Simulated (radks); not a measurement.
Values are calculated unless marked as measured or tabulated.
Question: Radial electron density D(r) = 4 pi r^2 rho(r) of an atom or ion with 45 electrons. Level of theory: scalar-relativistic Kohn-Sham, PBE, spin-polarised, spherical densities, finite nucleus; Fermi nuclear charge, rms radius of each element as measured or else 0.836 A^(1/3) + 0.57 fm (a radial shooting solver on a logarithmic mesh with Libxc functionals).

r (bohr)  D(r) (e/bohr)   spin D(r)
0.001349          1.815  -0.0000222
0.001622          2.507  -0.0000307
0.001965          3.494  -0.0000427
0.002381          4.836  -0.0000590
0.002885          6.642  -0.0000809
0.003468          8.921   -0.000108
0.004202          12.00   -0.000146
0.005091          15.92   -0.000192
0.006169          20.76   -0.000250
0.007415          26.28   -0.000316
0.008985          32.80   -0.000393
0.01089           39.78   -0.000476
0.01319           46.59   -0.000559
0.01586           52.18   -0.000633
0.01921           56.11   -0.000702
0.02328           57.35   -0.000757
0.02821           55.78   -0.000786
0.0339            52.57   -0.000722
0.04108           49.52   -0.000298
0.04978           49.42     0.00124
0.06031           54.02     0.00568
0.0725            61.92      0.0159
0.08784           69.72      0.0381
0.1064            71.63      0.0792
0.129             65.16       0.144
0.155             54.65       0.225
0.1878            47.28       0.309
0.2276            48.80       0.354
0.2758            55.07       0.317
0.3315            55.82       0.197
0.4016            45.58      0.0454
0.4866            29.40    -0.00184
0.5897            17.60       0.182
0.7088            14.41       0.592
0.8588            15.48        1.11
1.041             15.17        1.46
1.261             11.89        1.48
1.516             7.792        1.22
1.836             4.337       0.820
2.225             2.172       0.458
2.696            0.9808       0.209
3.241            0.4017      0.0794
3.927            0.1312      0.0226
4.758           0.03406     0.00579
5.765          0.008791     0.00354
6.929          0.005696     0.00497
8.396          0.008124     0.00807
10.17          0.007712     0.00771
12.33          0.003683     0.00368
17.95          0.003619     0.00362
21.75           0.01136      0.0114
26.36          0.003791     0.00379
31.68          0.001212     0.00121
38.39           0.01723      0.0172
46.52          0.006357     0.00636
56.36          0.002419     0.00242
67.75           0.03783      0.0378
82.09           0.01151      0.0115
99.46         0.0003089    0.000309

What is the nuclear charge?

Answer: Z = 45. The innermost maximum, from 1s, lies near gamma/Z bohr with gamma = sqrt(1 - (Z/c)^2) = 0.945, here 0.021 bohr (found: 0.0229), and its height grows with Z. The density is that of neutral rhodium in [Kr] 4d8 7f1; the configuration itself is not fixed sharply by these data, and Z only to a few units. D(r) has 8 maxima, at r = 0.0229, 0.101, 0.308, 0.930, 8.95, 21.9, 40.3, 71.1 bohr, and minima at 0.0456, 0.200, 0.709, 6.82 bohr, inside which lie 2.02, 11.16, 29.03, 44.01 electrons.
